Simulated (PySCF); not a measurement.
**Field gradients at the hydrogen positions**

Species: C2H14Si4.
Numbering: `[CH3:1][CH2:2][SiH2:3][SiH:4]([SiH3:5])[SiH3:6]` (hydrogens: H7, H8, H9 on C1; H10, H11 on C2; H12, H13 on Si3; H14 on Si4; H15, H16, H17 on Si5; H18, H19, H20 on Si6)

Cartesian coordinates in Å at the GFN2-xTB level; atoms count from 1:
```
atom  x, y, z in Å
C1    -2.259   -1.116    0.974
C2    -2.123   -1.014   -0.539
Si3   -1.088    0.489   -1.099
Si4    1.185    0.247   -0.627
Si5    2.317    2.277   -0.698
Si6    1.702   -0.954    1.300
H7    -2.723   -0.219    1.377
H8    -1.285   -1.235    1.447
H9    -2.876   -1.970    1.253
H10   -1.672   -1.933   -0.920
H11   -3.121   -0.956   -0.977
H12   -1.662    1.675   -0.444
H13   -1.357    0.668   -2.535
H14    1.733   -0.563   -1.746
H15    1.981    3.104    0.465
H16    3.775    2.132   -0.682
H17    1.996    3.079   -1.880
H18    1.192   -2.328    1.300
H19    3.144   -1.062    1.537
H20    1.137   -0.309    2.490
```

Level: PBE0/pcSseg-1 (PySCF, non-relativistic); Q(2H) = 0.00286 b; rigid geometry, the same for H and D, with no vibrational averaging.

Question: Rank these positions by the coupling χzz of a deuteron there, largest first.
A. H18 (Si–H hydrogen)
B. H14 (Si–H hydrogen)
C. H11 (methylene hydrogen)

Answer: C (209 kHz), A (110 kHz), B (102 kHz).

Q: Give the electric field gradient Vzz (the principal value of largest size), its asymmetry and the 2H coupling at each hydrogen.

A: 
```tsv
atom	bonded to	bond length (Å)	Vzz (au)	η	χzz (kHz)
H7	C1	1.088	0.3126	0.02	210
H8	C1	1.089	0.3141	0.03	211
H9	C1	1.090	0.3121	0.02	210
H10	C2	1.092	0.3104	0.02	209
H11	C2	1.092	0.3110	0.02	209
H12	Si3	1.472	0.1589	0.02	107
H13	Si3	1.471	0.1596	0.01	107
H14	Si4	1.486	0.1525	0.00	102
H15	Si5	1.465	0.1637	0.00	110
H16	Si5	1.465	0.1643	0.00	110
H17	Si5	1.464	0.1646	0.01	111
H18	Si6	1.466	0.1636	0.01	110
H19	Si6	1.465	0.1645	0.01	111
H20	Si6	1.467	0.1627	0.01	109
```

Q: Average by the element that carries the hydrogen.

A: on C: 210 kHz over 5 positions, mean bond length 1.090 Å; on Si: 109 kHz over 9 positions, mean bond length 1.469 Å.

Q: How does χzz go with the bond length over the 9 Si–H bonds?

A: A straight-line fit has a slope of -3.8 kHz for each 0.01 Å, with a correlation coefficient of -0.99, over lengths from 1.464 to 1.486 Å. The longer bonds have the smaller couplings here.

The structure is a single GFN2-xTB conformer in the gas phase; no vibrational or solvent corrections. GFN2-xTB bond lengths can be off by several hundredths of an ångström, more for odd bonds, and the gradients follow them. A larger basis could move these couplings by a tenth or more.
